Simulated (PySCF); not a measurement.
Ge(Me)3(Cl) (C₃H₉ClGe), SMILES [CH3][Ge]([Cl])([CH3])[CH3]. Geometry: B3LYP-D3(BJ)/def2-SVP. The isomer is the one that the SMILES or the coordinates give; other isomers of the formula were not compared.

These are B3LYP-D3(BJ)/def2-SVP (PySCF) values and carry that method's errors.

Harmonic wavenumbers (cm⁻¹): 113, 124, 124, 152, 153, 178, 179, 179, 392, 565, 611, 611, 712, 757, 757, 839, 842, 842, 1254, 1254, 1263, 1424, 1431, 1431, 1435, 1435, 1446, 3037, 3037, 3039, 3134, 3134, 3136, 3149, 3149, 3149. Rotational constants (GHz): 2.844, 1.923, 1.923; symmetry number 3.

Work out the zero-point energy and the ideal-gas rigid-rotor harmonic-oscillator thermochemistry at 298.15 K and 1 atm.

ZPE = ½ Σ hcν = ½ × 48469 cm⁻¹ = 69.29 kcal/mol. H − E(el) = 75.76 kcal/mol. Entropy in cal/(mol K): translation 40.99, rotation 25.63, vibration 25.48, total 92.10. G − E(el) = 48.30 kcal/mol. Cp = 32.85 cal/(mol K). Modes under 150 cm⁻¹ make the vibrational entropy uncertain.
